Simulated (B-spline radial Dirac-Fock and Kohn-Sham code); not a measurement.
**X-ray form factors of nickel in several charge states**

Model: Dirac-Fock orbitals of the configuration average with a finite nucleus. Program: a radial atomic solver.

Configurations: Ni⁸⁺ [Ar] 3d2; Ni⁹⁺ [Ar] 3d1; Ni¹¹⁺ [Ne] 3s2 3p5; Ni¹³⁺ [Ne] 3s2 3p3. The first column is f₀ of Ni⁸⁺, the others are differences from it.

```tsv
s (Å⁻¹)	Ni⁸⁺	Δ Ni⁹⁺	Δ Ni¹¹⁺	Δ Ni¹³⁺
0	20.000	-1.000	-3.000	-5.000
0.05	19.887	-0.986	-2.961	-4.939
0.1	19.555	-0.943	-2.846	-4.761
0.15	19.022	-0.877	-2.665	-4.478
0.2	18.317	-0.792	-2.430	-4.109
0.25	17.476	-0.695	-2.157	-3.677
0.3	16.537	-0.591	-1.864	-3.208
0.35	15.543	-0.488	-1.566	-2.725
0.4	14.529	-0.391	-1.278	-2.252
0.45	13.531	-0.303	-1.011	-1.806
0.5	12.574	-0.227	-0.774	-1.402
0.6	10.859	-0.112	-0.400	-0.746
0.7	9.466	-0.043	-0.159	-0.303
0.8	8.396	-0.008	-0.025	-0.044
0.9	7.597	+0.007	+0.036	+0.079
1	7.000	+0.013	+0.055	+0.116
1.1	6.539	+0.015	+0.054	+0.107
1.2	6.159	+0.016	+0.046	+0.077
1.4	5.505	+0.019	+0.031	+0.014
1.6	4.890	+0.023	+0.024	-0.026
```

Values without a named source are computed, but for edge energies of neutral atoms, which are taken from tables.
